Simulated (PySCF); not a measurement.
Computed IR spectrum (relative IR intensity) of a molecule C2H4ClNOSi. Coordinates come from a PBE-D3(BJ)/def2-SVP optimisation. One conformer was computed; it need not be the lowest. These are PBE-D3(BJ)/def2-SVP (PySCF) values and carry that method's errors. Frequencies are harmonic and unscaled.

Lines under 2 % of the strongest are left out, and lines within 2 cm⁻¹ are merged.

```
ν (cm⁻¹)  relative intensity
--------  ------------------
142                      9.6
177                       11
244                       15
267                      7.2
360                      3.2
411                      3.5
572                       41
671                      9.4
705                       19
790                      100
873                      3.2
884                      9.5
945                       14
1098                     2.7
1217                     2.9
1566                     4.5
3002                     2.5
3071                     6.1
3754                      31
```

Identify the compound among the candidates.
A. O=C/N=C/[SiH2]Cl
B. C[Si@]1(Cl)N=CO1
C. C#C[Si@](N)(O)Cl
D. O[Si@@]1(Cl)C=NC1

D, O[Si@@]1(Cl)C=NC1
